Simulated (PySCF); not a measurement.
All values below come from ωB97X-D3(BJ)/def2-TZVP // PBE0-D3(BJ)/def2-TZVP run with PySCF 2.14.0. All species are isolated molecules in the gas phase. One relaxed conformer stands for a flexible species; it need not be the lowest. Excitations are Tamm–Dancoff values on a coarser integration grid. The basis has no diffuse functions, so Rydberg states are missing or too high.

Reference species (SMILES): `C=C=CS` (neutral, multiplicity 1).

```json
{
  "S1 excitation (TDA)": "4.89 eV",
  "HOMO–LUMO gap": "10.61 eV"
}
```

Changed species: `C(=C=C)Cl` (X = chloro; the reference has X = mercapto).

Question: Predict the effect on the S1 excitation (TDA) and HOMO–LUMO gap.

Answer: the S1 excitation (TDA) rises by 0.30 eV, to 5.19 eV; the HOMO–LUMO gap goes up by 0.60 eV, to 11.21 eV.
